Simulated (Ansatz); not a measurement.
```yaml
crystal:
  periodic: [false, false, false]
  atoms:
    - {symbol: Ge, position_ang: [1.317001, -0.031576, 0.226730]}
    - {symbol: Ge, position_ang: [-0.861847, 0.427544, 1.126105]}
    - {symbol: Ge, position_ang: [-0.455154, -0.395968, -1.352824]}
basis:
  gaussian: {orbitals: def2-mTZVPP}
total_charge: 1
magnetization: {spin_polarized: true, initial_magnetization: 1}
hamiltonian: {xc: {name: SVWN5}}
scf: {max_iter: 3}
output: {forces: true}
```

```sh
$ ansatz run in.yaml --threads 4 --pin off --events-out ev --progress --plain --max-ram 3916MiB
```

Shortened log:

```
Error: invalid value for `basis.gaussian`: such a run doesn't read scf.max_iter; remove what it names
```

(1) Something in this input is off. What?

Answers

(1) The input holds a key that doesn't belong there. The program refused the input.
